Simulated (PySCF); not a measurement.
**Telling isomers of C$_{7}$H$_{8}$ apart by NMR**

PySCF 2.14.0 with density-fitted response routines calculation with PBE0/pcSseg-1 with gauge-including orbitals and structure optimised with GFN2-xTB; in vacuum, non-relativistic Hamiltonian, one averaged value for each set of equivalent atoms, one computed conformer.

δ = σ(ref) − σ, references computed at the same level: 1H (σref 31.72) and 13C (σref 186.93) against TMS. Where no couplings were computed, multiplicities follow the n + 1 count of equivalent neighbours, and m marks all less simple cases (inequivalent or close neighbours, rings, F or P nearby). Shifts are as computed. Against solution values, carbons near 30 ppm lie about +3 ppm off and those near 130 ppm about +5 ppm (rms about the fit 2.1 ppm; single classes can miss by 10 ppm). Of 1328 compounds with measured shifts, 309 miss one by over three times the rms of a fit or turn the order of signals round; such compounds aren't used in these exercises. Signals without a measured value on file couldn't be tested in this way; 1H shifts scatter by 0.2 ppm about their fit, and single ones miss by 0.5 ppm.

(1) Tabulate the signals of `CC#CCC#CC`, `C=C(C)C=C1C=C1` and their relative energies.

(2) What is the quickest way to tell CC#CCC#CC from C=C(C)C=C1C=C1?

Results:

(1) 
```json
{"SMILES": "CC#CCC#CC", "carbon types": "4×C 1×CH2 2×CH3", "δC": "82.5, 80.6, 12.1, 4.8", "δH": "3.18 (s, 2H), 1.97 (s, 6H)", "E rel. (kcal/mol)": "0.0"}
{"SMILES": "C=C(C)C=C1C=C1", "carbon types": "2×C 3×CH 1×CH2 1×CH3", "δC": "150.2, 145.6, 142.8, 119.3, 110.5, 92.1, 23.6", "δH": "8.40 (m, 1H), 8.28 (m, 1H), 5.52 (s, 1H), 4.79 (m, 1H), 4.78 (m, 1H), 1.99 (s, 3H)", "E rel. (kcal/mol)": "4.2"}
```

Energies are electronic energies at PBE0/pcSseg-1 on these geometries, without zero-point or thermal terms, each for the one conformer computed, which needn't be the lowest.

(2) Count the carbon signals: 4 against 7. The first has a propargylic sp3 CH2 at 12.1 ppm, the second a fully substituted alkene carbon (C) at 150.2 ppm. Their most deshielded carbons lie at 82.5 and 150.2 ppm. In the proton spectra the most deshielded non-exchanging signals are 3.18 (s, 2H) and 8.40 (m, 1H).
